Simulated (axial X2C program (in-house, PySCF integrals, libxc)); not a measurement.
# LiAu⁺: cheaper levels and CCSD(T), two-component

Computed with an in-house all-electron X2C program for linear molecules (integrals from PySCF). Two-component (2c) means X2C with spin–orbit coupling and atomic mean-field two-electron Coulomb and Gaunt terms. Basis: Au dyall-cv3z [13s14p9d6f4g], Li dyall-cv3z [7s8p2d] (cores contracted in-house); Gaussian nuclei, density fitting, unrestricted open shells. Masses: Au 196.967 u, Li 7.016 u.

State: Ω = 1/2 (⟨Sz⟩ = 0.50, ⟨Lz⟩ = 0.00 at HF); fragments Au + Li+.

```csv
level,Re (Å),ωe (cm⁻¹),De (eV)
PBE0,2.578,272.9,0.685
HF,2.722,236.0,0.676
MP2,2.589,267.5,0.512
CCSD,2.623,260.0,0.594
TPSS,2.573,278.3,0.721
```

Correlated methods: 11 electrons correlated (number of frozen shells: Au 5 s, 4 p, 2 d, 1 f; Li 1 s), 263 virtual spin orbitals or spinors in MP2, 90 natural virtuals in coupled cluster.

CCSD(T), same Hamiltonian and basis:

Re = 2.617 Å, ωe = 262.9 cm⁻¹, De = 0.59 eV; T1 = 0.022 (Lee–Taylor normalisation).

(1) Give the differences from CCSD(T) in the columns below.

Occupations by symmetry block were frozen at the best pattern of an incomplete PBE0 search. De is counted from the lowest determinant-based energies of the atoms at the same level, without counterpoise correction. Density functionals use the spin component along the axis (collinear). Coupled cluster ran in a truncated set of natural virtual spinors; the MP2 energy of the rest was added. (T) has no such correction and the atoms are truncated less, which lowers De at CCSD(T) by a hundredth of an eV or more.

## Answers

(1) 

| level | ΔRe (Å) | Δωe (cm⁻¹) | ΔDe (eV) |
| --- | --- | --- | --- |
| PBE0 | -0.039 | 10.0 | 0.09 |
| HF | 0.105 | -26.9 | 0.09 |
| MP2 | -0.028 | 4.6 | -0.08 |
| CCSD | 0.006 | -2.9 | 0.00 |
| TPSS | -0.044 | 15.4 | 0.13 |
